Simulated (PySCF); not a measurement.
# State search for SnC

Unrestricted PBE0; PySCF, scalar-relativistic core potentials, basis sets Sn def2-SVP with ECP28, C def2-SVP. Outer shells of the fragments: Sn 4d10 5s2 5p2; C 2s2 2p2.

Followed along the bond (rough minima from three points):

```
2Ms+1    unpaired  ⟨S²⟩ at the start  R at minimum (Å)  Te (eV)
    3    σ ↑, π ↑               2.29              2.03     0.00
    3        π ↑↑               2.00              2.11     0.25
    1    σ ↑, π ↓               1.07              2.01     0.39
    1        π ↑↓               1.00              2.11     0.51
    5  σ ↑, π ↑↑↑               6.00  none in the scan   ≤ 0.92
```

Solutions found at the starting distance of 2.060 Å, counted from the lowest of them; the search is not exhaustive and high or unbound solutions are not listed, so other states can lie among these:

| 2Ms+1 | unpaired | term | E (eV) | ⟨S²⟩ | ⟨Lz²⟩ | μ (D) |
| --- | --- | --- | --- | --- | --- | --- |
| 3 | σ ↑, π ↑ | ³Π | 0.00 | 2.29 | 1.01 | -2.42 |
| 3 | π ↑↑ | ³Σ⁻ | 0.27 | 2.00 | 0.00 | -2.96 |
| 1 | σ ↑, π ↓ | mixed | 0.41 | 1.07 | 1.09 | -2.72 |
| 1 | π ↑↓ | mixed | 0.53 | 1.00 | 2.01 | -2.84 |
| 5 | σ ↑, π ↑↑↑ | ⁵Π | 1.13 | 6.00 | 1.00 | -1.33 |
| 1 | none | mixed | 1.30 | 0.00 | 2.00 | -2.50 |

A term symbol is given only where ⟨S²⟩ and ⟨Lz²⟩ are close to those of a pure state; real π, δ and φ orbitals otherwise mix terms. A positive dipole means Sn(−)C(+).

Spin–orbit coupling is left out.
